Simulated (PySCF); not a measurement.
**A series of related molecules**

Level of theory: PySCF, TDA B3LYP/def2-SVP excited states, vertical, gas phase. Geometry: GFN2-xTB.

Each molecule in one low-energy conformer. The parent is C=Cc1cc[n+](C)c(B(C)C)c1.

(1) How does the vertical S1–T1 gap change along this series?
- C=Cc1cc[n+](C)c(B(C)C)c1 (base)
- CB(C)c1cc(/C=C/c2cccs2)cc[n+]1C (H replaced by 2-thienyl)
- C=C/C=C/c1cc[n+](C)c(B(C)C)c1 (H replaced by vinyl)

Answers

(1) 
```csv
molecule,S1 (eV),S1 from,f(S1),T1 (eV),T1 from,S1 − T1 (eV),S0–T1 spin-orbit coupling (cm⁻¹),S1–T1 spin-orbit coupling (cm⁻¹)
C=Cc1cc[n+](C)c(B(C)C)c1,4.84,HOMO→LUMO / HOMO−1→LUMO,0.364,2.99,HOMO→LUMO,1.85,0.06,0.23
CB(C)c1cc(/C=C/c2cccs2)cc[n+]1C,3.35,HOMO→LUMO,1.159,1.87,HOMO→LUMO,1.48,0.12,0.07
C=C/C=C/c1cc[n+](C)c(B(C)C)c1,3.96,HOMO→LUMO,1.192,2.19,HOMO→LUMO,1.77,0.12,0.42
```
The vertical S1–T1 gap is lowest for CB(C)c1cc(/C=C/c2cccs2)cc[n+]1C and highest for C=Cc1cc[n+](C)c(B(C)C)c1.
